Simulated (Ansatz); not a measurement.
`B[SiH](B)O` + H₂ → `B[SiH2]B` + H₂O  (hydrogenolysis of the Si–O bond)

Calculated with Ansatz (gas phase, PBE0-D4/def2-TZVP geometries, no zero-point term in ΔE). CBS: MP2 limit from def2 TZ/QZ plus the TZ coupled-cluster correction, frozen cores. This one scheme is used for every species. Functionals use def2-TZVPP. Each species was taken in one conformer, which may not be the lowest.

```tsv
level	ΔE (eV)
PBE-QIDH	0.55
revPBE	0.48
r2SCANh	0.61
r2SCAN0	0.59
HF/def2-SVP	0.38
CCSD(T)/def2-SVP	0.41
HF/def2-QZVPP	0.55
MP2/def2-QZVPP	0.62
```

(1) What does CCSD(T)/CBS give? (Best estimate.)

Largest T1 diagnostic among the species: 0.015.

## Answers

(1) Ansatz gave: +0.56 eV. The listed levels differ from it by -0.01, -0.08, 0.05, 0.03, -0.18, -0.15, -0.01, 0.06 eV.

From r2SCAN to r2SCAN0 (25 % exact exchange), in def2-TZVPP and without D4, ΔE moves by −0.03 eV. The D4 term adds +0.05 eV with B3LYP and +0.03 eV with PBE0; it sums over pairs of atoms, weighted by their polarisabilities, and B3LYP, whose exchange is more repulsive, gets the larger term.

B3LYP here is the variant with VWN-RPA as its local correlation; programs differ in this.
